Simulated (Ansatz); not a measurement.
`FC1[SiH2]S1`, relaxed with RKS PBE0-D4/def2-TZVP in Ansatz 0.2.0 from a PBE-D4/def2-SVP geometry. The force threshold is 0.005 eV/Å; the program also tests the step.

The species carries charge 0 and has multiplicity 1.

Start:

```xyz
7

F    -0.027   -1.983    0.098
C     0.281   -0.717    0.520
Si   -0.148    0.749   -0.575
S    -1.144    0.257    1.242
H     1.163   -0.737    1.191
H    -0.840    0.457   -1.867
H     0.715    1.974   -0.608
```

(1) By how much does the energy fall, and how many steps does the optimiser take? (Estimate.)

(2) Which bonds change most? (Best estimate.)

(3) Give the relaxed structure. (An estimate is asked.)

## Answers

(1) Ansatz gave: 3.65 kJ/mol, in 5 steps.

(2) Ansatz gave: Si3–S4 from 2.130 to 2.095 Å; C2–S4 from 1.872 to 1.839 Å; C2–Si3 from 1.879 to 1.856 Å; C2–H5 from 1.108 to 1.087 Å.

(3) The calculation gave: 
```xyz
7

F    -0.027   -1.968    0.106
C     0.282   -0.702    0.514
Si   -0.149    0.743   -0.567
S    -1.127    0.248    1.219
H     1.146   -0.727    1.173
H    -0.832    0.458   -1.845
H     0.708    1.948   -0.601
```
